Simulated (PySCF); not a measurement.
# Shapes and spin states of Cs₃

These are results of PBE0/[Cs def2-TZVP with ECP46], scalar-relativistic core potentials, density fitting, no spin–orbit coupling, PySCF, not measurements.

Relaxations began from a few typed shapes and spin states; open shells are unrestricted. The search is not exhaustive: other isomers or separated fragments can lie lower, and high-lying points may rest on an excited occupation.

| spin | group | bonds | angles | imaginary modes (cm⁻¹) | ΔE (kJ/mol) | ΔE with ZPE (kJ/mol) |
| --- | --- | --- | --- | --- | --- | --- |
| doublet | C2v | Cs–Cs 4.960 Å (×2), Cs–Cs 6.145 Å | Cs–Cs–Cs 51.7° (×2), Cs–Cs–Cs 76.6° | none | 0.0 | 0.0 |
| doublet | D∞h | Cs–Cs 4.974 Å (×2) | Cs–Cs–Cs 180.0° | none | 3.4 | 3.4 |
| quartet | D3h | Cs–Cs 5.806 Å (×3) | Cs–Cs–Cs 60.0° (×3) | none | 49.4 | 49.3 |

The lowest minimum found is the doublet C2v: Cs–Cs 4.960 Å (×2), Cs–Cs 6.145 Å; Cs–Cs–Cs 51.7° (×2), Cs–Cs–Cs 76.6°.

For the lowest minimum: spin–orbit coupling, left out here, can matter for elements this heavy.
